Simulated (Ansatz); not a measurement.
Relaxed structures of LiGaH$_{2}$, closed shell (PBE0-D4/def2-TZVP; forces vanish, vibrations not checked; lower isomers may exist, and structures with a doubtful reference or unclear bonds are left out; Å). Program: Ansatz 0.2.0. Basis: def2-TZVPP. Cores are frozen in the correlated methods. Filled d shells of the heavier atoms are correlated. The outer core shell of Li, Na, Mg and K is correlated. The def2 sets are not built for correlating such inner shells, so the correlated values are less sure here.

(1) Rank them by CCSD(T) energy, lowest first, and give each one's height above the lowest. Links in brackets join atoms within 1.22 times the sum of their covalent radii (1.1 for two metals). (An estimate is asked for; the value comes from the calculation.)
A.
LiGaH₂ ([Li][GaH2])
```
4
angstrom
Li -1.9507 0.7423 -1.1669
Ga 0.1258 -0.0474 0.0753
H 0.6864 -1.5546 0.1542
H 1.1385 0.8597 0.9375
```
B.
LiGaH₂ ([H]1[Li]2[H][Ga]12)
```
4
angstrom
Li 1.0405 -0.3967 0.6221
Ga -1.1159 0.4255 -0.6672
H -0.1824 -1.1339 -0.3477
H 0.2384 1.1126 0.3812
```
C.
LiGaH₂ ([H]1[Li][GaH]1)
```
4
angstrom
Li -1.9125 1.6701 -1.2616
Ga -0.3326 0.0902 -0.4061
H -0.2161 -1.4312 0.1190
H -2.1324 0.0230 -0.7665
```

T1 diagnostic: at most 0.015. The restricted Hartree–Fock reference is unstable towards an unrestricted one at one or more of these structures.

## Answers

(1) The calculation gives: B (0.000 eV), A (0.323 eV), C (0.412 eV). Heights count from the lowest.

For scale, one of the runs: CCSD(T)/def2-TZVPP, 95 basis functions, launched by `ansatz run in.yaml --threads 2 --pin off --events-out ev --progress --plain --max-ram 4352MiB`. Hardware: 2 CPU threads of an Arm Neoverse V2, shared host. Wall time about 3 s.
